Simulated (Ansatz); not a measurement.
A CCSD(T) single point on `[GaH2][O]/C=C/Br`.

```yaml
crystal:
  periodic: [false, false, false]
  atoms:
    - {symbol: Ga, position_ang: [-0.323745, 0.143862, -1.921065]}
    - {symbol: O, position_ang: [-0.583010, -0.903335, -0.470316]}
    - {symbol: C, position_ang: [-0.393315, -0.541573, 0.803813]}
    - {symbol: C, position_ang: [0.654966, 0.142579, 1.254841]}
    - {symbol: Br, position_ang: [0.835818, 0.584649, 3.070905]}
    - {symbol: H, position_ang: [-0.036617, 1.643193, -1.621334]}
    - {symbol: H, position_ang: [-0.457147, -0.668817, -3.235793]}
    - {symbol: H, position_ang: [-1.168840, -0.881002, 1.487888]}
    - {symbol: H, position_ang: [1.471891, 0.480435, 0.631062]}
basis:
  gaussian: {orbitals: def2-SVP}
correlation: {method: ccsd_t}
```

```sh
$ ansatz run in.yaml --threads 4 --pin off --events-out ev --progress --plain --max-ram 10444MiB
```

The program prints (abridged):

```
Functional definition: HF
1255 factors; integrals over basis functions are off by at most 1.2e-3 eV
mean field evaluation 1: about -126472.9041 eV, gradient 3.2e1 eV
mean field evaluation 2: about -126472.9835 eV, gradient 3.2e1 eV
mean field evaluation 4: about -126475.4901 eV, gradient 4.0e0 eV
mean field evaluation 8: about -126475.5438 eV, gradient 2.6e-1 eV
mean field -126475.54418168 eV, -4647.8905204739 hartree, gradient 1.2e-6 eV, S^2 0.000000; 0 other end points of the search recorded, 0 dependent functions left out
21 core orbitals not correlated: weight in the atoms' cores, before any rotation towards them, 1.000 or more for the frozen orbitals, at most 0.000 for the correlated occupied ones
reference -126475.54418168 eV, -4647.8905204739 hartree; 24, 24 occupied and 81, 81 virtual orbitals, 1255 factors
second order -24.22094131 eV of doubles, -0.00000000 eV of singles
cycle   1  -23.85353626 eV  change    3.7e-1 eV  update   1.3e-1
cycle   2  -24.58737419 eV  change   -7.3e-1 eV  update   4.2e-2
cycle   3  -24.76043068 eV  change   -1.7e-1 eV  update   2.3e-2
cycle   4  -24.74518446 eV  change    1.5e-2 eV  update   7.1e-3
cycle   5  -24.74362511 eV  change    1.6e-3 eV  update   3.7e-3
cycle   6  -24.74549230 eV  change   -1.9e-3 eV  update   1.3e-3
cycle   7  -24.74480665 eV  change    6.9e-4 eV  update   5.7e-4
cycle   8  -24.74459104 eV  change    2.2e-4 eV  update   1.9e-4
cycle   9  -24.74467146 eV  change   -8.0e-5 eV  update   7.3e-5
cycle  10  -24.74467757 eV  change   -6.1e-6 eV  update   2.7e-5
perturbative correction -0.78928480 eV, -0.0290056815 hartree
Total energy: -126501.07814405 eV, -4648.8288762834 hartree
```

Hardware: 4 threads of an AMD EPYC 7B13 on a shared host. Wall time 15 s, peak host memory 0.77 GiB.

The correlation energy is -25.534 eV, 3.1 % of it from (T); the T1 diagnostic reads 0.0134.
